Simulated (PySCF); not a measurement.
**Ca (calcium, neutral) across methods**

[Ar] 4s2, closed-shell 1S. Calculation: PySCF 2.14, in aug-cc-pVTZ-X2C (7s6p4d2f, 59 functions); scalar relativity by spin-free X2C-1e. The B2PLYP total includes its PT2 part (frozen core); its orbital energies are those of the SCF part.

| method | E (hartree) | mean ε 3s (eV) | mean ε 3p (eV) | mean ε 4s (eV) | Σ⟨r²⟩ (bohr²) | ⟨S²⟩ |
| --- | --- | --- | --- | --- | --- | --- |
| PW91 | -680.463 | -47.245 | -28.162 | -3.791 | 52.74 | 0.000 |
| PBE | -680.239 | -47.199 | -28.095 | -3.760 | 52.82 | 0.000 |
| B2PLYP | -680.254 | -54.878 | -32.602 | -4.681 | 53.87 | 0.000 |
| LDA | -678.589 | -46.940 | -28.065 | -3.859 | 52.08 | 0.000 |
| PBE0 | -680.281 | -51.072 | -30.447 | -4.328 | 53.11 | 0.000 |
| UHF | -679.63672 | -61.544 | -36.434 | -5.341 | 56.21 | 0.000 |
| HSE06 | -680.304 | -50.624 | -30.000 | -3.981 | 52.94 | 0.000 |
| r2SCAN | -680.409 | -49.008 | -29.021 | -3.825 | 53.76 | 0.000 |

Q: Estimate the same row for BHandHLYP.

A: E (hartree) = -680.471; mean ε 3s (eV) = -54.635; mean ε 3p (eV) = -32.537; mean ε 4s (eV) = -4.746; Σ⟨r²⟩ (bohr²) = 53.27; ⟨S²⟩ = 0.000.
